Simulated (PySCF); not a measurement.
Sn(Cl)(SH) (ClHSSn), SMILES [SH][Sn][Cl] (connectivity only; charge and spin as stated), neutral, multiplicity 1.

Geometry: PBE0-D3(BJ)/def2-TZVP. The def2 effective core potentials stand for the cores of Sn; spin–orbit coupling is left out. One conformer was computed; it need not be the lowest.

Level of theory: PySCF with PBE/def2-TZVPD.

- total energy = -1073.06351 hartree
- point group = Cs
- highest occupied level = -6.45 eV
- lowest empty level = -3.47 eV
- orbital gap = 2.98 eV
- dipole moment = 3.26 D
- quadrupole, principal values (traceless, Buckingham form, about the centre of nuclear charge) = -2.68, -0.04, 2.72 D·Å
- mean static polarisability = 83.9 bohr³ (12.43 Å³)
- polarisability, principal values = 61.1, 84.3, 106.2 bohr³
